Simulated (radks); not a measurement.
Values are calculated unless marked as measured or tabulated.
Tb VI, configuration [Kr] 4d10 4f7 5s2 5p5 (the NIST ground configuration). Code: a radial shooting solver on a logarithmic mesh with Libxc functionals. Model: Dirac Kohn-Sham, BLYP, spin-unpolarised, spherical densities, finite nucleus; open shells fill j = l - 1/2 first; Fermi nuclear charge, rms radius 5.06 fm.

Normalised radial functions P(r) = r R(r) (large component), r in bohr:

```
   r/bohr * 5s1/2, o 4f7/2 (the largest magnitude, 1.14, reaches the edge; | marks zero, & curves that meet)
0.0008839                             o*
  0.00117                             o*
 0.001535                             o *
 0.002031                             o *
 0.002666                             o *
 0.003528                             o  *
  0.00463                             o  *
 0.006127                             o   *
 0.008042                             o   *
  0.01064                             o   *
  0.01397                             o   *
  0.01833                             o  *
  0.02426                             o*
  0.03184                           * o
  0.04212                        *    o
  0.05529                       *     o
  0.07316                       *     |o
  0.09603                           * | o
   0.1271                             |   o*
   0.1668                             |      o *
   0.2207                             |      *    o
   0.2896                          *  |                 o
   0.3832                *            |                       o
    0.503                 *           |                          o
   0.6656                             |  *                      o
   0.8736                             |                  *  o
    1.156                             |              o         *
    1.517                             |        o          *
    2.007                             |   o     *
    2.635                             | o*
    3.486                             &
    4.576                             &
```

5s1/2: eigenvalue -108.17 eV, 4 radial nodes at r = 0.0261, 0.104, 0.270, 0.638 bohr, <r> = 1.25 bohr, 90 % of the charge inside 1.79 bohr. 4f7/2: eigenvalue -69.832 eV, 0 radial nodes, <r> = 0.775 bohr, 90 % of the charge inside 1.29 bohr.
